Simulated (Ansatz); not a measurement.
`NB[SiH2][SeH]` + `C[NH][AlH][OH]` → `[OH][AlH][SiH2][SeH]` + `CNBN`  (redistribution)

Gas-phase electronic energies from Ansatz, PBE0-D4/def2-TZVP geometries. CCSD(T)/CBS adds triple-zeta CCSD(T) − MP2 to the extrapolated MP2 energy (def2 sets, frozen cores). DFT in def2-TZVPP. B3LYP here is the variant with VWN-RPA as its local correlation; programs differ in this. For Se outer-core shells are correlated without core-valence functions, which leaves a few kJ/mol of doubt a bond. Scalar relativity is left out up to krypton. Each species was taken in one conformer, which may not be the lowest.

**Question.** Is it downhill or uphill in electronic energy at CCSD(T)/CBS, and by how much? (An estimate is asked.)

**Answer.** Ansatz gave: Downhill: ΔE = -0.25 eV.

**Question.** What do these levels give: r2SCAN-D4, B3LYP-D4, PBE0, B3LYP, MP2/def2-TZVPP, CCSD/CBS(def2)? (Estimate.)

**Answer.** Computed: r2SCAN-D4 -0.28, B3LYP-D4 -0.27, PBE0 -0.36, B3LYP -0.27, MP2/def2-TZVPP -0.22, CCSD/CBS(def2) -0.25 eV.

Largest T1 diagnostic among the species: 0.012.

In def2-TZVPP, CCSD(T) changes the Hartree–Fock value by +0.04 eV (the triples alone add +0.00 eV) and MP2 by +0.06 eV.
